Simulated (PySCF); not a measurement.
# `InChI=1S/C5H9FO/c1-5(2,6)3-4-7/h4H,3H2,1-2H3`

Molfile (atoms numbered from 1):
```
C5H9FO
     RDKit          3D

 16 15  0  0  0  0  0  0  0  0999 V2000
   -0.6412    1.3471    0.0707 C   0  0  0  0  0  0  0  0  0  0  0  0
   -0.3524   -0.1318    0.3009 C   0  0  0  0  0  0  0  0  0  0  0  0
   -1.5186   -1.0112   -0.1356 C   0  0  0  0  0  0  0  0  0  0  0  0
   -0.1829   -0.3211    1.6745 F   0  0  0  0  0  0  0  0  0  0  0  0
    0.9563   -0.5624   -0.3794 C   0  0  0  0  0  0  0  0  0  0  0  0
    2.1311    0.2438    0.1040 C   0  0  0  0  0  0  0  0  0  0  0  0
    2.9365    0.7782   -0.6034 O   0  0  0  0  0  0  0  0  0  0  0  0
   -0.7846    1.5362   -0.9891 H   0  0  0  0  0  0  0  0  0  0  0  0
    0.1882    1.9538    0.4274 H   0  0  0  0  0  0  0  0  0  0  0  0
   -1.5408    1.6366    0.6089 H   0  0  0  0  0  0  0  0  0  0  0  0
   -1.3140   -2.0529    0.1001 H   0  0  0  0  0  0  0  0  0  0  0  0
   -2.4215   -0.7103    0.3902 H   0  0  0  0  0  0  0  0  0  0  0  0
   -1.6812   -0.9122   -1.2047 H   0  0  0  0  0  0  0  0  0  0  0  0
    1.1546   -1.6068   -0.1204 H   0  0  0  0  0  0  0  0  0  0  0  0
    0.8619   -0.4749   -1.4619 H   0  0  0  0  0  0  0  0  0  0  0  0
    2.2010    0.2969    1.2065 H   0  0  0  0  0  0  0  0  0  0  0  0
  1  2  1  0
  2  3  1  0
  2  4  1  0
  2  5  1  0
  5  6  1  0
  6  7  2  0
  1  8  1  0
  1  9  1  0
  1 10  1  0
  3 11  1  0
  3 12  1  0
  3 13  1  0
  5 14  1  0
  5 15  1  0
  6 16  1  0
M  END
```

Level of theory: PySCF 2.14.0, GIAO revPBE/6-31++G** magnetisability, rotational g tensor and spin-rotation constants, non-relativistic, gas phase. Geometry: GFN2-xTB.

Task: What are the magnetisability and the molar susceptibility?

Result: Isotropic -977 × 10⁻³⁰ J/T², or -58.8 × 10⁻⁶ cm³/mol; principal values -1082, -1015, -834 × 10⁻³⁰ J/T², anisotropy 222 × 10⁻³⁰ J/T² (root of half the summed squared differences of the principal values). The susceptibility is in cgs units.

Task: Split it along the inertial axes a, b, c into diamagnetic and paramagnetic parts about the centre of mass, with the quadrupole moment.

Result: 
| axis | χ (10⁻⁶ cm³/mol) | diamagnetic (10⁻⁶ cm³/mol) | paramagnetic (10⁻⁶ cm³/mol) | summed x² of all electrons (Å²) | quadrupole Θ (D Å) |
| --- | --- | --- | --- | --- | --- |
| a | -53.9 | -365.7 | 311.8 | 150.8 | -9.63 |
| b | -62.6 | -817.3 | 754.6 | 44.4 | +6.09 |
| c | -60.0 | -828.1 | 768.1 | 41.8 | +3.54 |

Anisotropies 2χaa − χbb − χcc = +14.7 and 2χbb − χaa − χcc = -11.4 × 10⁻⁶ cm³/mol. Θ is traceless in Buckingham's convention.

Task: And the rotational g tensor?

Result: 
| axis | rotational constant (GHz) | g | nuclear part | electronic part |
| --- | --- | --- | --- | --- |
| a | 4.5303 | -0.0445 | 0.6191 | -0.6636 |
| b | 1.6131 | -0.0163 | 0.5556 | -0.5719 |
| c | 1.6030 | -0.0171 | 0.5614 | -0.5785 |

Asymmetric top; isotopes 12C, 19F, 1H, 16O; no vibrational averaging.
